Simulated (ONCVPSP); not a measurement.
**What one change does to a pseudopotential (Ce (Z = 58), ONCV)**

- Element: cerium
- Generator: ONCVPSP 4.0.1
- Type: optimised norm-conserving Vanderbilt (ONCV)
- Functional: LDA (Perdew-Wang 92)
- Relativity: scalar-relativistic
- Frozen core: [Kr] 4d10 4f1
- Valence charge: 11
- Reference configuration: 5s2 5p6 5d1 6s1.5 (charge +0.5)
- Partial waves: 5s+6s: rc 2.30 bohr, ncon 4, nbas 7, qcut 6.5 1/bohr, 3 projectors, debl 1.2 Ha; 5p: rc 2.70 bohr, ncon 4, nbas 8, qcut 4.7 1/bohr, 2 projectors, debl 0.4 Ha; 5d: rc 3.30 bohr, ncon 4, nbas 9, qcut 3.8 1/bohr, 3 projectors, debl 1.2 Ha
- Local potential: polynomial inside 2.00 bohr (lpopt 5, dvloc0 6 Ha)
- Core correction: Teter function, fcfact 4, rcfact 1.35

In the p channel the program set the typed energies aside and used -0.961, 0.250 Ha.

All-electron outer shells of the reference configuration (LDA (PZ), scalar-relativistic, ld1.x):

```json
{"shell": "5s", "level (eV)": "-43.58", "outermost node (bohr)": "0.75", "outermost maximum (bohr)": "1.37"}
{"shell": "5p", "level (eV)": "-26.15", "outermost node (bohr)": "0.81", "outermost maximum (bohr)": "1.53"}
{"shell": "4f", "level (eV)": "-8.47", "outermost node (bohr)": "–", "outermost maximum (bohr)": "0.71"}
{"shell": "6s", "level (eV)": "-6.25", "outermost node (bohr)": "1.81", "outermost maximum (bohr)": "3.59"}
{"shell": "5d", "level (eV)": "-5.86", "outermost node (bohr)": "0.92", "outermost maximum (bohr)": "2.18"}
```

Change: local potential polynomial inside 2.00 bohr (lpopt 5, dvloc0 3 Ha).

Cutoffs: the cutoffs (Ha) at which the residual kinetic energy of the hardest occupied pseudo-wave falls to 1 and 0.1 mHa per electron; they do not see the model core or the augmentation charge, which bear on the density cutoff. Errors are all-electron minus pseudo energies relative to the spin-unpolarised reference configuration.

Problem. How do hardness, ghosts and transferability respond?

Solution. The potential gets neither clearly harder nor softer (12 Ha and 15 Ha → 12 Ha and 15 Ha); the bound ghost in s disappears; the errors of the 4 common tests hardly move; the range in which the d phases agree narrows (upper end at the end of the scan → 3.4). In the separable form a ghost depends on how the local part lies against the semilocal potential of the channel, so the choice of the local part can create or remove one.

```tsv
quantity	base	changed
cutoff, loose	12 Ha	12 Ha
cutoff, tight	15 Ha	15 Ha
bound ghosts	s	none
GHOST(+) flags under 300 eV	none	none
error for 5s2 5p6 5d1 6s2, meV [ΔE -2.52 eV]	+0.4	+0.4
error for 5s2 5p6 5d1 6s1, meV [ΔE 3.74 eV]	-0.7	-0.7
error for 5s2 5p6 5d1 6s0, meV [ΔE 15.08 eV]	-2.4	-2.3
error for 5s2 5p6 5d2 6s1, meV [ΔE -1.60 eV]	-2.2	-2.1
s: phases at 2.33 bohr within 0.05 rad from the reference energy up to (Ha; the scan ends near 5)	to the end of the scan	to the end of the scan
p: phases at 2.74 bohr within 0.05 rad from the reference energy up to (Ha; the scan ends near 5)	3.9	3.5
d: phases at 3.34 bohr within 0.05 rad from the reference energy up to (Ha; the scan ends near 5)	to the end of the scan	3.4
rms error of d²Exc/dni dnj with the model core, mHa	0.84	0.84
```

 A true bound ghost makes a file unfit for plane-wave use even where its test errors are small: the radial tests pick states by their node count and pass the ghost by.
